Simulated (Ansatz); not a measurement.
`C[B]([SiH3])[SnH3]` + `C=CCF` → `CB([SiH3])CF` + `C=[CH][SnH3]`  (formal exchange of groups at a B–Sn bond)

Program: Ansatz. Geometries: PBE0-D4/def2-TZVP. ΔE: electronic, gas phase. CBS: MP2 limit from def2 TZ/QZ plus the TZ coupled-cluster correction, frozen cores. This one scheme is used for every species. def2 core potentials past Kr. For Sn outer-core shells are correlated without core-valence functions, which leaves a few kJ/mol of doubt a bond. Each species was taken in one conformer, which may not be the lowest.

```
             species  CCSD/def2-TZVPP energy (Eh)
`C[B]([SiH3])[SnH3]`                   -570.85997
             `C=CCF`                   -216.78648
      `CB([SiH3])CF`                   -494.40184
      `C=[CH][SnH3]`                   -293.24860
```

Q: Work out ΔE.

A: ΔE = (-494.40184) + (-293.24860) − (-570.85997) − (-216.78648) = -0.00399 Eh = -0.11 eV. CCSD(T)/CBS gives -0.09 eV.

Largest T1 diagnostic among the species: 0.014.
